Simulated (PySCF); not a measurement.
Problem. Give a PBE0-D3(BJ)/def2-SVP geometry of `C[SiH](C)[SiH2]O`.

Solution. 
```
atom  x, y, z in Å
C1     1.5521   -1.0385   -0.9843
Si2    0.3879    0.4142   -0.6893
C3     1.0917    1.5945    0.6006
Si4   -1.6620   -0.4069    0.0831
O5    -1.2681   -1.2011    1.5108
H6     1.1509   -1.7191   -1.7508
H7     2.5433   -0.6928   -1.3175
H8     1.6789   -1.6111   -0.0524
H9     0.1568    1.1499   -1.9773
H10    1.2096    1.0705    1.5619
H11    0.4214    2.4528    0.7604
H12    2.0760    1.9804    0.2922
H13   -2.3107   -1.3488   -0.8924
H14   -2.6616    0.6868    0.3362
H15   -1.9941   -1.6139    1.9875
```

Any rigid rotation of these coordinates is as good. Atoms count from 1 in this order. Si2 (SiH silicon) is tetrahedral (angles from 108.7° to 111.0°). Si4 (oxygen-bound silicon) is distorted tetrahedral (angles from 103.9° to 112.6°).

Bonds between heavy atoms (Å): C1–Si2 1.885, Si2–C3 1.885, Si2–Si4 2.339, Si4–O5 1.681.

Computed, not measured: PBE0-D3(BJ)/def2-SVP geometry optimisation, gas phase (PySCF 2.14.0).

Point group: Cs (every atom within 0.08 Å of its image). PBE0-D3(BJ)/def2-SVP frequencies: not computed here. The numbers are those of one conformer (C1–Si2–Si4–O5 60°, Si2–Si4–O5–H 180°).
